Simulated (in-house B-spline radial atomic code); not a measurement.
Atomic self-consistent-field run: the ruthenium ion Ru⁺. Level of theory: Dirac-Hartree-Fock, average of configuration, Fermi nucleus of rms radius 4.4809 fm, inside a hard spherical wall at 9.51 bohr; calculated with an all-electron radial atomic-structure program (B-spline basis).

Command:
```bash
python run_scf.py task.json out
```
Settings (nuclear radius in fm, mass in u):
```
Z                44
configuration    [Kr] 4d6 4f1
hamiltonian      dirac
method           hf
spin_polarised   False
nucleus          fermi
rms_radius       4.4809
atomic_mass      101.90434
speed_of_light   137.035999084
wall_radius      9.51
```

Output (hartree, bohr):
```
 radial grid: 66 intervals, B-splines of order 8, outer radius 9.51 bohr

 iter        energy (Eh)    residual
    1       -4521.854953    5.35e-01
    2       -4525.271230    2.42e-01
    3       -4528.389895    4.96e-02
    4       -4528.520560    1.21e-02
    5       -4528.529326    5.79e-03
    6       -4528.530567    1.13e-03
    7       -4528.530583    2.26e-04
    8       -4528.530585    4.46e-05
    9       -4528.530585    5.16e-06
   10       -4528.530585    8.53e-08

 total energy                     -4528.53058
 kinetic                            4713.5715
 electron-nucleus                 -10936.1787
 electron-electron                  1694.0766

 first-order corrections (not in the total)
   Gaunt                             3.1639
   retardation                      -0.3164
   frequency dependence             -0.0217
   self-energy                       2.1290
   Uehling                          -0.2518
   Wichmann-Kroll                    0.0041

 orbital      occ     eigenvalue          <r>       <r^2>       <1/r>       r_max    small
 1s1/2      2.000      -818.2715    0.0334269  0.00150892     45.8781     0.02172  2.58e-02
 2s1/2      2.000      -121.0505     0.145036   0.0248654     10.5197      0.1228  5.37e-03
 2p1/2      2.000      -111.5189     0.123707   0.0187933     10.4613     0.09558  5.35e-03
 2p3/2      4.000      -106.6798     0.128431   0.0201294     9.91593     0.09954  5.16e-03
 3s1/2      2.000       -23.0515     0.400003    0.183169     3.64475      0.3606  1.47e-03
 3p1/2      2.000       -19.3028     0.393919    0.180441     3.53823      0.3483  1.41e-03
 3p3/2      4.000       -18.4527     0.404075    0.189667      3.4098      0.3575  1.37e-03
 3d3/2      4.000       -11.8657     0.381067    0.173606     3.21732      0.3002  1.24e-03
 3d5/2      6.000       -11.7023     0.384457     0.17656     3.18356      0.3029  1.22e-03
 4s1/2      2.000        -4.0094      1.02379     1.18563     1.32727       0.916  3.29e-04
 4p1/2      2.000        -2.7927      1.10804     1.40286     1.21135      0.9678  2.83e-04
 4p3/2      4.000        -2.6602      1.13551     1.47322     1.17533      0.9909  2.72e-04
 4d3/2      2.400        -0.9313      1.50615      2.6971     0.87694       1.187  1.62e-04
 4d5/2      3.600        -0.9176      1.52217     2.75486    0.866785       1.198  1.59e-04
 4f5/2      0.429        -0.0736       5.6971     34.4747    0.189812       5.792  8.35e-06
 4f7/2      0.571        -0.0737      5.69539     34.4573    0.189899        5.79  8.36e-06

 Slater integrals (Eh)
   F0(4d3/2,4d3/2)               0.602437
   F2(4d3/2,4d3/2)               0.302029
   F0(4d3/2,4d5/2)               0.599244
   F2(4d3/2,4d5/2)               0.300404
   G2(4d3/2,4d5/2)               0.300290
   G4(4d3/2,4d5/2)               0.195966
   F0(4d3/2,4f5/2)               0.189323
   F2(4d3/2,4f5/2)               0.023826
   G1(4d3/2,4f5/2)               0.007403
   G3(4d3/2,4f5/2)               0.004190
   F0(4d3/2,4f7/2)               0.189406
   F2(4d3/2,4f7/2)               0.023868
   G3(4d3/2,4f7/2)               0.004212
   G5(4d3/2,4f7/2)               0.002870
   F0(4d5/2,4d5/2)               0.596106
   F2(4d5/2,4d5/2)               0.298850
   F4(4d5/2,4d5/2)               0.194998
   F0(4d5/2,4f5/2)               0.189303
   F2(4d5/2,4f5/2)               0.024268
   F4(4d5/2,4f5/2)               0.007463
   G1(4d5/2,4f5/2)               0.007685
   G3(4d5/2,4f5/2)               0.004353
   G5(4d5/2,4f5/2)               0.002967
   F0(4d5/2,4f7/2)               0.189387
   (list cut)
```

Cost of the run: 1.6 s on 1 thread of Arm Neoverse V1, on a shared host.

For the Dirac Hamiltonian the kinetic term is c α·p + (β - 1)c².
